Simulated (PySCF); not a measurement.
# Sr(OH)2, singlet: computed properties

These are results of PBE/[Sr def2-TZVP with ECP28, O def2-TZVP, H def2-TZVP], scalar-relativistic core potentials, density fitting, no spin–orbit coupling, PySCF, not measurements.

The structure is a minimum.

```
Point group                                                                   : C2v
Bond lengths                                                                  : O–H 0.965 Å (×2), Sr–O 2.167 Å (×2)
Bond angles                                                                   : H–O–Sr 167.8° (×2), O–Sr–O 137.2°
Lowest empty level                                                            : -1.89 eV
Rotational symmetry number                                                    : 2
Atomisation energy without zero-point energy                                  : 1748 kJ/mol
Rotational constants                                                          : 0.9852, 0.1153, 0.1032 cm⁻¹
Entropy at 298.15 K and 1 bar                                                 : 303.7 J/(mol K)
Heat capacity Cp at 298.15 K                                                  : 76.5 J/(mol K)
Highest occupied level                                                        : -5.18 eV
Enthalpy at 298.15 K above 0 K                                                : 16.39 kJ/mol
Principal quadrupole moments (Buckingham, traceless) about the centre of mass : -12.78, 4.99, 7.79 D Å
Zero-point energy                                                             : 61.7 kJ/mol
Dipole moment                                                                 : 3.27 D
Principal polarisabilities                                                    : 33.8, 35.4, 55.0 bohr³
```

Harmonic modes (masses in u: Sr 87.906, O 15.995, H 1.008):
| symmetry | ω (cm⁻¹) | IR (km/mol) | μ (u) |
| --- | --- | --- | --- |
| a1 | 73 | 17.3 | 5.38 |
| b2 | 387 | 111 | 1.17 |
| a1 | 399 | 194 | 1.21 |
| b1 | 409 | 304 | 1.18 |
| a2 | 417 | 0.0 | 1.12 |
| b2 | 496 | 201 | 8.23 |
| a1 | 499 | 51.8 | 7.47 |
| a1 | 3817 | 13.4 | 1.07 |
| b2 | 3817 | 37.1 | 1.07 |

In C2v the vibrations span 4a1 + 3b2 + b1 + a2. Here b1 is antisymmetric to the molecular plane and b2 lies in it. The a2 mode carries no infrared intensity, as symmetry demands.

Charges (e):
```csv
atom,Mulliken,Löwdin,polar tensor,Mayer order to Sr1
Sr1,1.25,0.85,1.70,–
"O2,3",-0.90,-0.55,-1.09,0.64
"H4,5",0.28,0.13,0.24,0.03
```
Other Mayer orders above 0.3: O–H 0.92 (×2).

Mulliken populations on Sr1 (electrons outside its core potential): s 2.03, p 6.11, d 0.61.

Other isomers or separated fragments may lie lower.

The final relaxation and frequency run took 41 s on 2 threads of a shared Arm Neoverse V1 host, with 107 basis functions and 13 gradients; the process peaked at 1.3 GiB. Launch command: `OMP_NUM_THREADS=2 python axn.py task.json out`.
